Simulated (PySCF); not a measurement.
# What a mistake does to a calculation on Al2H2NO cation

All numbers below are calculated, not measured. They come from PySCF 2.14.0, an open-source quantum chemistry program, on an isolated molecule that a program drew, which may never have been made. The molecule is Al2H2NO cation (charge +1, singlet), drawn as the SMILES string `[NH]=[Al][O][AlH+]`.

Each row is a Hartree-Fock (HF) and frozen-core CCSD(T) single point in the cc-pV(D+d)Z basis, meant for a local HF minimum. Run 1 is clean. Each other run has one planted mistake out of seven kinds, and not every kind appears here: one electron removed, one electron added, multiplicity raised by two, geometry at a saddle point, minimal basis STO-3G, one bond length entered in bohr, all coordinates scaled. The reference is restricted for singlets and unrestricted otherwise, and also for a bond in bohr. Adding or removing an electron swaps singlet and doublet. Electrons count all cores. HOMO and LUMO are orbital energies over both spins, the gradient is its largest component, and the lowest frequency (negative if imaginary) is given only where the gradient is small. Bond lengths are over the 5 bonds as drawn. T1 is the CCSD diagnostic: over 0.02 (restricted) or 0.045 (unrestricted) a single reference is doubtful.

Geometry of the clean run:
```xyz
6
Al2H2NO cation, angstrom
N    -0.5354    0.4995    2.2165
Al   -0.3708    0.0205    0.7268
O    -0.1975   -0.5073   -0.8953
Al   -0.0362   -1.0070   -2.4257
H    -0.6350    0.8058    3.1540
H     0.1172   -1.4809   -3.8786
```

```
run,electrons,basis functions,<S^2>,HOMO (eV),LUMO (eV),gradient (hartree/bohr),lowest frequency (cm^-1),mean bond (Å),longest bond (Å),T1,HF (hartree),CCSD(T) (hartree),mistake
1,42,84,0.000,-12.62,-4.90,1.7e-05,52,1.4866,1.715,0.0235,-614.08644,-614.57104,no fault
2,42,30,0.000,-8.79,0.71,1.1e-01,-,1.4866,1.715,0.0412,-606.56327,-606.79383,minimal basis STO-3G
3,42,84,0.892,-12.51,-7.19,1.1e-02,-,1.7600,2.902,0.0532,-613.99810,-614.46486,?
4,41,84,0.759,-21.22,-9.29,1.1e-01,-,1.4866,1.715,0.0155,-613.70752,-614.12904,?
```

**Which mistake was planted in run 3, and what did it cost?**

The mean bond changes by a factor of 1.184 and the longest by 1.692, so the molecule wasn't scaled as a whole. A length L in bohr read as angstrom grows by (1/0.5292 - 1) L = 0.890 L. The 5 bonds together grew by 5 x 0.2734 = 1.367 Å, which gives L = 1.536 Å. That is bond Al4-H6, 1.536 Å in the clean geometry. So the mistake is: one bond length entered in bohr. Subtracting run 1 and multiplying by 627.51 kcal/mol a hartree, the energy moved by 55.4 kcal/mol in HF and 66.6 kcal/mol in CCSD(T).

**Which mistake was planted in run 4, and what did it cost?**

It counts 41 electrons, one fewer than the clean run, at the same geometry and basis. So the mistake is: one electron removed. Subtracting run 1 and multiplying by 627.51 kcal/mol a hartree, the energy moved by 237.8 kcal/mol in HF and 277.4 kcal/mol in CCSD(T).

Cautions from the logs. Run 1: T1 is over the limit, so its CCSD(T) energy is less reliable; run 2: T1 is over the limit, so its CCSD(T) energy is less reliable; run 3: T1 is over the limit, so its CCSD(T) energy is less reliable.
